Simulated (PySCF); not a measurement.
Structure problem from calculated spectra and properties.

Formula: C7H8NO; charge +1.

| Item | Value |
| --- | --- |
| UV, first state | lowest singlet excitation: 4.42 eV (281 nm, f = 0.000) [TDDFT PBE0/def2-SVPD] |
| Polarisability | 81.9 au [PBE0/def2-SVPD] |
| UV, strongest line | among the 6 lowest singlet transitions: S3 at 6.02 eV (206 nm, f = 0.079) [TDDFT PBE0/def2-SVPD] |
| 1H NMR | chemical shifts (computed TMS as zero) by class: 9.47 (2 H), 9.34 (1 H), 8.71 (2 H), 3.32 (3 H) ppm [GIAO PBE0/pcSseg-1] |
| Triplet | lowest triplet excitation (Tamm–Dancoff): 3.75 eV [TDA PBE0/def2-SVPD] |
| Rotational structure | rotational constants A, B, C: 3.780, 1.280, 0.965 GHz [GFN2-xTB] |
| 13C NMR | chemical shifts (computed TMS as zero) by class: 170.6 (1 C), 162.4 (1 C), 144.8 (2 C), 137.1 (2 C), 20.3 (1 C) ppm [GIAO PBE0/pcSseg-1] |
| NMR, other nuclei | isotropic shieldings of nuclei other than C and H, by class: 8 (1 N), -219 (1 O) ppm [GIAO PBE0/pcSseg-1] |

The electronic properties come from PySCF, for the isolated species, density fitting. Levels stand in brackets. One conformer (not necessarily the lowest) at the GFN2-xTB geometry, without solvent, vibrations or thermal averaging. NMR values are class means; diastereotopic atoms form classes of their own.

Question: Propose a structure and show how it fits.

Answer: Numbering: `[CH3:1][C:2](=[O:3])[n+:4]1[cH:5][cH:6][cH:7][cH:8][cH:9]1`. 7 carbons fall into 5 classes; from least to most shielded: carbonyl carbon [C2] (170.6 ppm), aromatic CH carbon [C7] (162.4 ppm), aromatic CH next to a ring nitrogen [C5/C9] (144.8 ppm, 2 C), aromatic CH carbon [C6/C8] (137.1 ppm, 2 C), methyl carbon next to a carbonyl [C1] (20.3 ppm). Hydrogen classes from least to most shielded: 2 H on 2 like atoms (aromatic CH next to a ring nitrogen), C5/C9 (9.47 ppm, a mean of values up to 0.9 ppm apart in this geometry), 1 H on an aromatic CH carbon, C7 (9.34 ppm), 2 H on 2 aromatic CH carbons, C6/C8 (8.71 ppm), 3 H on a methyl carbon next to a carbonyl, C1 (3.32 ppm, a mean of values up to 0.7 ppm apart in this geometry). The other shieldings belong to: 8 ppm, pyridinium-type nitrogen [N4]; -219 ppm, carbonyl oxygen [O3]. S1 is mainly HOMO−1→LUMO (weight 0.80); the largest Löwdin shares of the orbital it empties are 0.56 on the carbonyl oxygen, 0.09 on the pyridinium-type nitrogen, 0.08 on the carbonyl carbon and 0.08 on the methyl carbon next to a carbonyl, of the orbital it fills 0.20 on an aromatic CH carbon, 0.15 on the pyridinium-type nitrogen, 0.14 on an aromatic CH next to a ring nitrogen and 0.13 on an aromatic CH next to a ring nitrogen. The optimised geometry has point group C1 and is an asymmetric top. Structure: `CC(=O)[n+]1ccccc1`. The assignments are read from this structure; whether some other isomer fits the data as well wasn't checked.

Conformer computed: `[CH3:1][C:2](=[O:3])[n+:4]1[cH:5][cH:6][cH:7][cH:8][cH:9]1`: C1–C2–N4–C5 170°.
